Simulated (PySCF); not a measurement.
C3H6FNSi, SMILES FC1=CCN1[SiH3].

Geometry: B3LYP-D3(BJ)/def2-SVP. The structure was generated by enumeration, and PubChem lists no compound with its InChIKey, so it may never have been made.

The numbers are results of B3LYP-D3(BJ)/def2-SVP in PySCF 2.14.0, not measurements.

Frequencies are harmonic and unscaled.

```csv
mode,ν (cm⁻¹),IR (km/mol),moving atoms (share of kinetic energy)
1,85,0.6,"H 57 %, N 20 %, C 14 %"
2,102,0.6,"H 59 %, N 24 %, C 12 %"
3,153,0.4,"F 38 %, Si 24 %, H 16 %, C 12 %, N 11 %"
4,282,7.6,"C 40 %, H 34 %, F 16 %, N 10 %"
5,421,4.2,"C 24 %, F 22 %, Si 21 %, H 18 %, N 14 %"
6,570,17.2,"C 34 %, Si 26 %, H 19 %, N 11 %, F 10 %"
7,614,29.1,"H 80 %, C 13 %"
8,660,4.2,"C 57 %, H 37 %"
9,695,72.1,"H 65 %, C 17 %, N 9 %"
10,700,41.8,"H 44 %, C 23 %, F 18 %, Si 10 %"
11,742,4.2,"H 32 %, C 30 %, F 28 %"
12,920,111.3,H 94 %
13,933,22.5,"H 52 %, C 44 %"
14,970,93.2,H 92 %
15,972,280.4,"H 75 %, C 9 %, N 8 %"
16,989,24.6,"H 52 %, C 33 %, N 14 %"
17,998,16.4,"H 42 %, C 35 %, N 23 %"
18,1100,5.0,H 89 %
19,1167,46.6,"H 42 %, C 41 %, N 10 %"
20,1196,6.5,"C 53 %, H 39 %"
21,1212,152.5,"H 36 %, N 35 %, C 25 %"
22,1420,269.7,"C 42 %, H 29 %, N 26 %"
23,1475,104.0,"H 69 %, C 22 %, N 8 %"
24,1718,196.3,C 92 %
25,2185,160.4,H 97 %
26,2242,85.4,H 98 %
27,2249,109.9,H 96 %
28,3048,29.1,H 95 %
29,3115,16.5,"H 90 %, C 10 %"
30,3305,6.2,"H 90 %, C 10 %"
```
